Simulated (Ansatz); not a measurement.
Consider the cleavage of the Si–Si bond: `N[SiH2][SiH3]` + `[OH][Ga]([OH])[Br]` → `[OH][Ga]([Br])[O][SiH3]` + `N[SiH3]`.

Program: Ansatz. Geometries: PBE0-D4/def2-TZVP. ΔE: electronic, gas phase. CCSD(T)/CBS is the MP2 limit (def2-TZVPP, def2-QZVPP) plus CCSD(T) − MP2 in def2-TZVPP, frozen cores. This one scheme is used for every species. Functionals use def2-TZVPP. For Br, Ga outer-core shells are correlated without core-valence functions, which leaves a few kJ/mol of doubt a bond. Scalar relativity is left out up to krypton. One conformer a species, not always the lowest.

| level | ΔE (kJ/mol) | difference from CCSD(T)/CBS |
| --- | --- | --- |
| LDA (SPW92) | -74.1 | 27.9 |
| r2SCANh-D4 | -95.3 | 6.7 |
| r2SCAN0-D4 | -98.1 | 3.9 |
| PBE | -72.4 | 29.6 |
| revPBE | -71.4 | 30.6 |
| BLYP | -92.5 | 9.5 |
| CCSD/def2-SVP | -103.7 | -1.7 |
| SCS-MP2/def2-TZVPP | -116.0 | -14.0 |
| MP2/def2-QZVPP | -110.9 | -8.9 |
| CCSD/CBS(def2) | -105.3 | -3.3 |
| CCSD(T)/CBS | -102.0 | 0 |

Largest T1 diagnostic among the species: 0.012.

From r2SCAN to r2SCAN0 (25 % exact exchange), in def2-TZVPP and without D4, ΔE moves by −4.6 kJ/mol. Leaving LDA and LC-ωPBE aside and taking each functional with its dispersion term where it has one, the values, not all of them listed here, spread over 41.4 kJ/mol, from BHLYP-D4 to PBE-D4. In def2-TZVPP, CCSD(T) changes the Hartree–Fock value by +26.5 kJ/mol (the triples alone add +3.4 kJ/mol) and MP2 by +19.0 kJ/mol.
